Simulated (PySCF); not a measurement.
# Solvent effects on NMR parameters

Molfile (atoms numbered from 1):
```
C5H10AlF3O
     RDKit          3D

 20 20  0  0  0  0  0  0  0  0999 V2000
   -0.8376   -2.5613   -0.7849 F   0  0  0  0  0  0  0  0  0  0  0  0
   -1.4585   -1.4339   -0.4703 C   0  0  0  0  0  0  0  0  0  0  0  0
   -2.5854   -1.7360    0.1761 F   0  0  0  0  0  0  0  0  0  0  0  0
   -1.7892   -0.8142   -1.6089 F   0  0  0  0  0  0  0  0  0  0  0  0
   -0.5927   -0.5426    0.4051 C   0  0  2  0  0  0  0  0  0  0  0  0
   -1.2591    0.7945    0.7530 C   0  0  0  0  0  0  0  0  0  0  0  0
   -0.2093    1.8361    0.3611 C   0  0  0  0  0  0  0  0  0  0  0  0
    0.5342    1.1516   -0.7639 C   0  0  0  0  0  0  0  0  0  0  0  0
    0.5942   -0.2200   -0.3237 O   0  0  0  0  0  0  0  0  0  0  0  0
    2.3767   -1.0844    0.0479 Al  0  0  0  0  0  4  0  0  0  0  0  0
   -0.2894   -1.1333    1.2820 H   0  0  0  0  0  0  0  0  0  0  0  0
   -2.1815    0.9258    0.1694 H   0  0  0  0  0  0  0  0  0  0  0  0
   -1.5278    0.8411    1.8157 H   0  0  0  0  0  0  0  0  0  0  0  0
    0.4831    2.0250    1.1956 H   0  0  0  0  0  0  0  0  0  0  0  0
   -0.6499    2.7948    0.0556 H   0  0  0  0  0  0  0  0  0  0  0  0
    1.5687    1.4910   -0.9049 H   0  0  0  0  0  0  0  0  0  0  0  0
   -0.0059    1.1878   -1.7224 H   0  0  0  0  0  0  0  0  0  0  0  0
    3.1061    0.2323    0.6194 H   0  0  0  0  0  0  0  0  0  0  0  0
    2.8259   -1.5868   -1.4008 H   0  0  0  0  0  0  0  0  0  0  0  0
    1.8499   -2.1529    1.1225 H   0  0  0  0  0  0  0  0  0  0  0  0
  1  2  1  0
  2  3  1  0
  2  4  1  0
  2  5  1  0
  5  6  1  0
  6  7  1  0
  7  8  1  0
  8  9  1  0
  9 10  1  0
  9  5  1  0
  5 11  1  1
  6 12  1  0
  6 13  1  0
  7 14  1  0
  7 15  1  0
  8 16  1  0
  8 17  1  0
 10 18  1  0
 10 19  1  0
 10 20  1  0
M  CHG  2   9   1  10  -1
M  END
```

GIAO PBE0/pcSseg-1 in PySCF 2.14 on one PBE0-D3(BJ)/def2-SVP conformer, non-relativistic, equivalent nuclei averaged. Solvents enter as an IEF-PCM continuum (benzene with ε = 2.3, water with ε = 78.4) around the gas-phase geometry. Shifts are referred to CFCl3, TMS, AlH4- computed in the same medium.

Gas phase, δ in ppm: F1/F3/F4 -92.1, C2 129.3, C5 81.5, C8 75.1, C6 27.5, C7 27.2, Al10 94.4, H11 4.72, H16 4.48, H18/H19/H20 4.25, H17 3.84, H13 2.20, H14 2.04, H12 1.99. Dipole moment 5.55 D.

Problem. How does each δ change in the continuum?

Solution. 
```json
{"atoms": "F1/F3/F4", "environment": "fluorine of a CF3 group", "Δδ, benzene": "+0.4", "Δδ, water": "+0.9"}
{"atoms": "C2", "environment": "CF3 carbon", "Δδ, benzene": "+0.7", "Δδ, water": "+1.6"}
{"atoms": "C5", "environment": "sp3 CH bonded to O", "Δδ, benzene": "+0.7", "Δδ, water": "+1.6"}
{"atoms": "C8", "environment": "sp3 CH2 bonded to O", "Δδ, benzene": "+0.9", "Δδ, water": "+2.1"}
{"atoms": "C6", "environment": "sp3 CH2 in a ring", "Δδ, benzene": "+0.4", "Δδ, water": "+0.9"}
{"atoms": "C7", "environment": "sp3 CH2 in a ring", "Δδ, benzene": "+0.6", "Δδ, water": "+1.4"}
{"atoms": "Al10", "environment": "aluminium bonded to O, 3 H", "Δδ, benzene": "-11.8", "Δδ, water": "-22.1"}
{"atoms": "H11", "environment": "hydrogen on an sp3 CH bonded to O", "Δδ, benzene": "+0.04", "Δδ, water": "+0.11"}
{"atoms": "H16", "environment": "hydrogen on an sp3 CH2 bonded to O", "Δδ, benzene": "+0.03", "Δδ, water": "+0.05"}
{"atoms": "H18/H19/H20", "environment": "hydrogen on an aluminium bonded to O", "Δδ, benzene": "-0.20", "Δδ, water": "-0.42"}
{"atoms": "H17", "environment": "hydrogen on an sp3 CH2 bonded to O", "Δδ, benzene": "+0.09", "Δδ, water": "+0.19"}
{"atoms": "H13", "environment": "hydrogen on an sp3 CH2 in a ring", "Δδ, benzene": "+0.13", "Δδ, water": "+0.27"}
{"atoms": "H14", "environment": "hydrogen on an sp3 CH2 in a ring", "Δδ, benzene": "+0.03", "Δδ, water": "+0.05"}
{"atoms": "H12", "environment": "hydrogen on an sp3 CH2 in a ring", "Δδ, benzene": "+0.07", "Δδ, water": "+0.17"}
```

Changes are relative to the gas phase. The dipole moment becomes 6.09 D in benzene, 6.74 D in water.

Problem. Which of the listed nuclei move most (in ppm), and what does the model miss? (N and O are left out, as their reference compounds move with the solvent too.)

Solution. Al10 (aluminium bonded to O, 3 H, -22.1 ppm) in water. A continuum only polarises the solute; specific hydrogen bonds, the anisotropy of aromatic solvents and changes of geometry or conformer are outside it.
